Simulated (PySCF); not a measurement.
C4H6ClF, SMILES CC/C(F)=C/Cl. Atoms are numbered in the order given.

```xyz
12

C      2.5738    -0.3495     1.0138
C      1.4997    -1.1131     0.2335
C      0.3398    -0.2439    -0.1401
F      0.6845     0.8126    -0.8875
C     -0.9326    -0.4324     0.2128
Cl    -2.2008     0.6327    -0.2653
H      2.9385     0.5099     0.4314
H      2.1719     0.0305     1.9661
H      3.4317    -1.0016     1.2367
H      1.9324    -1.5202    -0.6972
H      1.1238    -1.9692     0.8142
H     -1.2294    -1.2845     0.8252
```

Geometry optimised at ωB97X-D3(BJ)/def2-SVP. The structure was generated by enumeration; whether it is a known compound was not checked. The values are those of a single conformer.

The numbers are results of PBE0/pcSseg-1 (PySCF), not measurements.

GIAO shieldings, no solvent; atoms listed in one row are averaged. δ = σ(ref) − σ: ¹³C against TMS (σ = 186.3 ppm); ¹⁹F against CFCl3 (σ = 167.2 ppm); ³⁵Cl against HCl (σ = 945.9 ppm); ¹H against TMS (σ = 31.56 ppm), references at their B3LYP-D3(BJ)/def2-TZVP geometries, non-relativistic (without spin–orbit terms, shifts of atoms bonded to Cl or Br come out too high).

Estimate the chemical shifts. (An estimate is asked for; the answer gives what the named calculation found.)


```
nucleus       atoms  count  δ (ppm)
-------  ----------  -----  -------
¹³C              C3      1    173.3
¹³C              C5      1    108.9
¹³C              C2      1     31.0
¹³C              C1      1     15.5
¹⁹F              F4      1   -113.8
³⁵Cl            Cl6      1    138.2
¹H              H12      1     5.52
¹H              H10      1     2.59
¹H              H11      1     2.16
¹H       H7, H8, H9      3     1.49
```
